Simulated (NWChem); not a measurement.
All runs are NWChem calculations. System: CHO2, charge 0, spin multiplicity 2, at a geometry optimised with UPBE/def2-SVP. The structure started from a generated list of species. Its SCF solution wasn't tested for a lower state. Level: UB3LYP/def2-SVP, VWN1-RPA local correlation.

The NWChem input:

```
start mol
memory heap 200 mb stack 900 mb global 1100 mb
geometry units angstroms nocenter noautoz
  O     -1.175288     0.000000    -0.165282
  C      0.000000     0.000000     0.209212
  O      1.175288     0.000000    -0.165282
  H      0.000000     0.000000     1.389236
  symmetry group C2v
end
basis spherical
  * library def2-svp
end
dft
  xc b3lyp
  odft
  mult 2
  semidirect memsize 60000000 filesize 0
  iterations 100
end
task dft energy
```

Output (cleaned and shortened):

```
             Northwest Computational Chemistry Package (NWChem) 7.3.0
             --------------------------------------------------------

                                NWChem Input Module
                                -------------------

 Scaling coordinates for geometry "geometry" by  1.889725989
 (inverse scale =  0.529177249)

 Turning off AUTOSYM since
 SYMMETRY directive was detected!

                             Geometry "geometry" -> ""
                             -------------------------

 Output coordinates in angstroms (scale by  1.889725989 to convert to a.u.)

  No.       Tag          Charge          X              Y              Z
 ---- ---------------- ---------- -------------- -------------- --------------
    1 O                    8.0000    -1.17528800     0.00000000    -0.16528200
    2 C                    6.0000     0.00000000     0.00000000     0.20921200
    3 O                    8.0000     1.17528800     0.00000000    -0.16528200
    4 H                    1.0000     0.00000000     0.00000000     1.38923600

 Effective nuclear repulsion energy (a.u.)      62.6275220578

            Nuclear Dipole moment (a.u.)
            ----------------------------
        X                 Y               Z
 ---------------- ---------------- ----------------
     0.0000000000     0.0000000000    -0.0000075589

      Symmetry information
      --------------------

 Group name             C2v
 Group number             16
 Group order               4
 No. of unique centers     3

      Symmetry unique atoms

     1    2    4


 Summary of "ao basis" -> "" (spherical)
 ------------------------------------------------------------------------------
       Tag                 Description            Shells   Functions and Types
 ---------------- ------------------------------  ------  ---------------------
 *                          def2-svp                  on all atoms

                                 NWChem DFT Module
                                 -----------------

 Summary of "ao basis" -> "ao basis" (spherical)
 ------------------------------------------------------------------------------
       Tag                 Description            Shells   Functions and Types
 ---------------- ------------------------------  ------  ---------------------
 O                          def2-svp                 6       14   3s2p1d
 C                          def2-svp                 6       14   3s2p1d
 H                          def2-svp                 3        5   2s1p

 Summary of "ao basis" -> "ao basis" (spherical)
 ------------------------------------------------------------------------------
       Tag                 Description            Shells   Functions and Types
 ---------------- ------------------------------  ------  ---------------------
 O                          def2-svp                 6       14   3s2p1d
 C                          def2-svp                 6       14   3s2p1d
 H                          def2-svp                 3        5   2s1p

      Symmetry analysis of basis
      --------------------------

        a1         20
        a2          5
        b1         14
        b2          8

            General Information
            -------------------
          SCF calculation type: DFT
          Wavefunction type:  spin polarized.
          No. of atoms     :     4
          No. of electrons :    23
           Alpha electrons :    12
            Beta electrons :    11
          Charge           :     0
          Spin multiplicity:     2
          Use of symmetry is: on ; symmetry adaption is: on
          Maximum number of iterations: 100
          AO basis - number of functions:    47
                     number of shells:    21
          Convergence on energy requested:  1.00D-06
          Convergence on density requested:  1.00D-05
          Convergence on gradient requested:  5.00D-04

              XC Information
              --------------
                         B3LYP Method XC Potential
                     Hartree-Fock (Exact) Exchange  0.200
                        Slater Exchange Functional  0.800 local
                    Becke 1988 Exchange Functional  0.720 non-local
              Lee-Yang-Parr Correlation Functional  0.810
                  VWN I RPA Correlation Functional  0.190 local

             Grid Information
             ----------------
          Grid used for XC integration:  medium
          Radial quadrature: Mura-Knowles
          Angular quadrature: Lebedev.
          Tag              B.-S. Rad. Rad. Pts. Rad. Cut. Ang. Pts.
          ---              ---------- --------- --------- ---------
          O                   0.60       49           7.0       434
          C                   0.70       49           6.0       434
          H                   0.35       45           6.0       434
          Grid pruning is: on
          Number of quadrature shells:   143
          Spatial weights used:  Erf1

          Convergence Information
          -----------------------
          Convergence aids based upon iterative change in
          total energy or number of iterations.
          Levelshifting, if invoked, occurs when the
          HOMO/LUMO gap drops below (HL_TOL):  1.00D-02
          DIIS, if invoked, will attempt to extrapolate
          using up to (NFOCK): 10 stored Fock matrices.

                    Damping( 0%)  Levelshifting(0.5)       DIIS
                  --------------- ------------------- ---------------
          dE  on:    start            ASAP                start
          dE off:    2 iters        100 iters           100 iters
[...]
                  Occupations of the irreducible representations
                  ----------------------------------------------

                     irrep           alpha         beta
                     --------     --------     --------
                     a1                6.0          5.0
                     a2                1.0          1.0
                     b1                4.0          4.0
                     b2                1.0          1.0

                    DFT Final Alpha Molecular Orbital Analysis
                    ------------------------------------------

 Vector   10  Occ=1.000000D+00  E=-3.717527D-01  Symmetry=b1
              MO Center=  9.8D-16, -2.7D-16, -9.5D-02, r^2= 1.9D+00
   Bfn.  Coefficient  Atom+Function         Bfn.  Coefficient  Atom+Function
  ----- ------------  ---------------      ----- ------------  ---------------
     6      0.408424  1 O  pz                34     -0.408424  3 O  pz
     9      0.267757  1 O  pz                37     -0.267757  3 O  pz
     4     -0.248744  1 O  px                32     -0.248744  3 O  px
     7     -0.175701  1 O  px                35     -0.175701  3 O  px
    21     -0.140466  2 C  px                 3     -0.062978  1 O  s

 Vector   11  Occ=1.000000D+00  E=-3.559329D-01  Symmetry=a2
              MO Center= -1.6D-14,  4.3D-16, -1.5D-01, r^2= 1.9D+00
   Bfn.  Coefficient  Atom+Function         Bfn.  Coefficient  Atom+Function
  ----- ------------  ---------------      ----- ------------  ---------------
     5      0.468956  1 O  py                33     -0.468956  3 O  py
     8      0.335122  1 O  py                36     -0.335122  3 O  py
    24     -0.056028  2 C  d -2

 Vector   12  Occ=1.000000D+00  E=-3.370750D-01  Symmetry=a1
              MO Center= -3.6D-15,  9.1D-17,  2.3D-01, r^2= 2.1D+00
   Bfn.  Coefficient  Atom+Function         Bfn.  Coefficient  Atom+Function
  ----- ------------  ---------------      ----- ------------  ---------------
     6      0.419339  1 O  pz                34      0.419339  3 O  pz
    43     -0.380607  4 H  s                  9      0.279515  1 O  pz
    37      0.279515  3 O  pz                44     -0.249253  4 H  s
    20     -0.125523  2 C  pz                17     -0.096182  2 C  s
    23      0.056028  2 C  pz                 3      0.050989  1 O  s

 Vector   13  Occ=0.000000D+00  E=-1.171152D-02  Symmetry=b2
              MO Center=  1.0D-15,  1.9D-15,  1.1D-01, r^2= 1.5D+00
   Bfn.  Coefficient  Atom+Function         Bfn.  Coefficient  Atom+Function
  ----- ------------  ---------------      ----- ------------  ---------------
    19      0.581224  2 C  py                22      0.576768  2 C  py
     8     -0.368640  1 O  py                36     -0.368640  3 O  py
     5     -0.358389  1 O  py                33     -0.358389  3 O  py
    46      0.036329  4 H  py

 Vector   14  Occ=0.000000D+00  E= 5.669206D-02  Symmetry=a1
              MO Center= -1.1D-17, -6.2D-17,  1.6D+00, r^2= 2.1D+00
   Bfn.  Coefficient  Atom+Function         Bfn.  Coefficient  Atom+Function
  ----- ------------  ---------------      ----- ------------  ---------------
    44      1.915142  4 H  s                 17     -1.424098  2 C  s
    23     -0.819934  2 C  pz                20     -0.428614  2 C  pz
    16     -0.248707  2 C  s                  9      0.180587  1 O  pz
    37      0.180587  3 O  pz                 6      0.112129  1 O  pz
    34      0.112129  3 O  pz                15      0.106849  2 C  s

 Vector   15  Occ=0.000000D+00  E= 1.618139D-01  Symmetry=a1
              MO Center= -1.0D-16, -2.5D-15, -3.1D-01, r^2= 2.2D+00
   Bfn.  Coefficient  Atom+Function         Bfn.  Coefficient  Atom+Function
  ----- ------------  ---------------      ----- ------------  ---------------
    17      2.257157  2 C  s                  3     -0.894047  1 O  s
    31     -0.894047  3 O  s                 23     -0.630677  2 C  pz
     7     -0.482733  1 O  px                35      0.482733  3 O  px
     4     -0.230091  1 O  px                32      0.230091  3 O  px
    20     -0.208625  2 C  pz                43     -0.203504  4 H  s

                     DFT Final Beta Molecular Orbital Analysis
                     -----------------------------------------

 Vector    9  Occ=1.000000D+00  E=-4.794400D-01  Symmetry=b2
              MO Center= -1.4D-15, -5.5D-16, -1.3D-02, r^2= 1.5D+00
   Bfn.  Coefficient  Atom+Function         Bfn.  Coefficient  Atom+Function
  ----- ------------  ---------------      ----- ------------  ---------------
    19      0.407496  2 C  py                 5      0.340323  1 O  py
    33      0.340323  3 O  py                22      0.199752  2 C  py
     8      0.192990  1 O  py                36      0.192990  3 O  py

 Vector   10  Occ=1.000000D+00  E=-3.435844D-01  Symmetry=a2
              MO Center= -1.3D-15, -5.4D-16, -1.5D-01, r^2= 1.9D+00
   Bfn.  Coefficient  Atom+Function         Bfn.  Coefficient  Atom+Function
  ----- ------------  ---------------      ----- ------------  ---------------
     5      0.465066  1 O  py                33     -0.465066  3 O  py
     8      0.339253  1 O  py                36     -0.339253  3 O  py
    24     -0.057091  2 C  d -2

 Vector   11  Occ=1.000000D+00  E=-3.160324D-01  Symmetry=b1
              MO Center=  1.6D-15,  3.0D-16, -1.1D-01, r^2= 1.9D+00
   Bfn.  Coefficient  Atom+Function         Bfn.  Coefficient  Atom+Function
  ----- ------------  ---------------      ----- ------------  ---------------
     6      0.415013  1 O  pz                34     -0.415013  3 O  pz
     9      0.292019  1 O  pz                37     -0.292019  3 O  pz
    21     -0.200426  2 C  px                 4     -0.197261  1 O  px
    32     -0.197261  3 O  px                 7     -0.160430  1 O  px
    35     -0.160430  3 O  px                 3     -0.137830  1 O  s

 Vector   12  Occ=0.000000D+00  E=-2.078311D-01  Symmetry=a1
              MO Center= -2.4D-15,  2.8D-16,  2.4D-01, r^2= 2.1D+00
   Bfn.  Coefficient  Atom+Function         Bfn.  Coefficient  Atom+Function
  ----- ------------  ---------------      ----- ------------  ---------------
     6      0.400378  1 O  pz                34      0.400378  3 O  pz
    43     -0.344922  4 H  s                 44     -0.320097  4 H  s
     9      0.297937  1 O  pz                37      0.297937  3 O  pz
    20     -0.134159  2 C  pz                17     -0.122596  2 C  s
    23      0.088901  2 C  pz                 3      0.081676  1 O  s

 Vector   13  Occ=0.000000D+00  E=-7.480271D-03  Symmetry=b2
              MO Center=  2.6D-15,  1.1D-15,  1.0D-01, r^2= 1.6D+00
   Bfn.  Coefficient  Atom+Function         Bfn.  Coefficient  Atom+Function
  ----- ------------  ---------------      ----- ------------  ---------------
    19      0.581165  2 C  py                22      0.566841  2 C  py
     8     -0.375215  1 O  py                36     -0.375215  3 O  py
     5     -0.362843  1 O  py                33     -0.362843  3 O  py
    46      0.030643  4 H  py

 Vector   14  Occ=0.000000D+00  E= 7.408346D-02  Symmetry=a1
              MO Center=  5.6D-16,  1.7D-16,  1.6D+00, r^2= 2.2D+00
   Bfn.  Coefficient  Atom+Function         Bfn.  Coefficient  Atom+Function
  ----- ------------  ---------------      ----- ------------  ---------------
    44      1.948657  4 H  s                 17     -1.411352  2 C  s
    23     -0.822437  2 C  pz                20     -0.420085  2 C  pz
    16     -0.237812  2 C  s                  9      0.197890  1 O  pz
    37      0.197890  3 O  pz                 6      0.117845  1 O  pz
    34      0.117845  3 O  pz                15      0.099972  2 C  s

   alpha - beta orbital overlaps
   -----------------------------

   alpha      1      2      3      4      5      6      7      8      9     10
    beta      1      2      3      4      5      6      7      8      9     11
 overlap   1.000  1.000  1.000  1.000  1.000  0.995  0.996  0.987  1.000  0.986

   alpha     11     12     13     14     15     16     17     18     19     20
    beta     10     12     13     14     15     16     17     18     19     20
 overlap   1.000  0.999  1.000  0.998  0.999  0.999  1.000  0.975  0.929  0.954

   alpha     21     22     23     24     25     26     27     28     29     30
    beta     21     22     23     24     25     26     27     28     29     30
 overlap   0.999  1.000  0.995  1.000  0.995  0.999  0.999  0.998  1.000  0.995

   alpha     31     32     33     34     35     36     37     38     39     40
    beta     31     32     33     34     35     36     37     38     39     40
 overlap   1.000  0.995  0.999  0.999  0.999  0.999  1.000  1.000  1.000  1.000

   alpha     41     42     43     44     45     46     47
    beta     41     42     43     44     45     46     47
 overlap   1.000  1.000  1.000  1.000  1.000  1.000  1.000

     --------------------------
     Expectation value of S2:
     --------------------------
      <S2> =      0.7559 (Exact =     0.7500)

 center of mass
 --------------
 x =   0.00000000 y =   0.00000000 z =  -0.05781565

 moments of inertia (a.u.)
 ------------------
          11.792002729209           0.000000000000           0.000000000000
           0.000000000000         169.588759122592           0.000000000000
           0.000000000000           0.000000000000         157.796756393383

     Multipole analysis of the density
     ---------------------------------

     L   x y z        total         alpha         beta         nuclear
     -   - - -        -----         -----         ----         -------
     0   0 0 0     -0.000000    -12.000000    -11.000000     23.000000

     1   1 0 0     -0.000000      0.000000     -0.000000      0.000000
     1   0 1 0     -0.000000     -0.000000     -0.000000      0.000000
     1   0 0 1      0.620718      0.084400      0.536326     -0.000008

     2   2 0 0    -15.322851    -49.126071    -45.120266     78.923486
     2   1 1 0     -0.000000     -0.000000     -0.000000      0.000000
     2   1 0 1      0.000000      0.000000      0.000000      0.000000
     2   0 2 0    -11.708384     -6.043747     -5.664637      0.000000
     2   0 1 1      0.000000      0.000000     -0.000000      0.000000
     2   0 0 2    -10.366936    -11.523011     -8.234698      9.390774

 Task  times  cpu:        0.6s     wall:        0.6s

 Total times  cpu:        0.6s     wall:        0.6s
```
